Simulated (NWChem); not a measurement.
System meant: C2HCl2, doublet; SMILES C(/Cl)=[C]\Cl

Here is an NWChem input.

```
start job
memory heap 200 mb stack 900 mb global 1100 mb
geometry units angstroms noautoz
  Cl    -0.001999    -2.159015     0.000000
  C     -0.275939    -0.517056     0.000000
  C      0.504441     0.547465     0.000000
  Cl    -0.123385     2.154433     0.000000
  H      1.599177     0.486101     0.000000
end
basis spherical
  * library def2-svp
end
dft
  odft
  mult 3
  xc b3lyp
  iterations 150
  mulliken
end
task dft energy
```

End of the output:

```
 Summary of "ao basis" -> "" (spherical)
 ------------------------------------------------------------------------------
       Tag                 Description            Shells   Functions and Types
 ---------------- ------------------------------  ------  ---------------------
 *                          def2-svp                  on all atoms

                                 NWChem DFT Module
                                 -----------------

 Summary of "ao basis" -> "ao basis" (spherical)
 ------------------------------------------------------------------------------
       Tag                 Description            Shells   Functions and Types
 ---------------- ------------------------------  ------  ---------------------
 Cl                         def2-svp                 8       18   4s3p1d
 C                          def2-svp                 6       14   3s2p1d
 H                          def2-svp                 3        5   2s1p

 Summary of "ao basis" -> "ao basis" (spherical)
 ------------------------------------------------------------------------------
       Tag                 Description            Shells   Functions and Types
 ---------------- ------------------------------  ------  ---------------------
 Cl                         def2-svp                 8       18   4s3p1d
 C                          def2-svp                 6       14   3s2p1d
 H                          def2-svp                 3        5   2s1p

      Symmetry analysis of basis
      --------------------------

        a'         50
        a"         19

  number of electrons :                   47
  multiplicity        :                    3
 ------------------------------------------------------------------------
  no. of electrons and multiplicity not compatible                  47
 ------------------------------------------------------------------------
 ------------------------------------------------------------------------
  current input line :
    20: task dft energy
 ------------------------------------------------------------------------
 ------------------------------------------------------------------------
 There is an error in the input file
 ------------------------------------------------------------------------
 For more information see the NWChem manual at https://nwchemgit.github.io

0: no. of electrons and multiplicity not compatible:Received an Error in Communication
```

Q: Find the fault in this run and fix the input.

A: The input was rejected before any calculation. Cause: the multiplicity doesn't fit the number of electrons (an even count wants an odd multiplicity, and the reverse). This input runs:
```
start job
memory heap 200 mb stack 900 mb global 1100 mb
geometry units angstroms noautoz
  Cl    -0.001999    -2.159015     0.000000
  C     -0.275939    -0.517056     0.000000
  C      0.504441     0.547465     0.000000
  Cl    -0.123385     2.154433     0.000000
  H      1.599177     0.486101     0.000000
end
basis spherical
  * library def2-svp
end
dft
  odft
  mult 2
  xc b3lyp
  iterations 150
  mulliken
end
task dft energy
```
It converges to -996.78057 Ha (B3LYP/def2-SVP, spin-unrestricted).
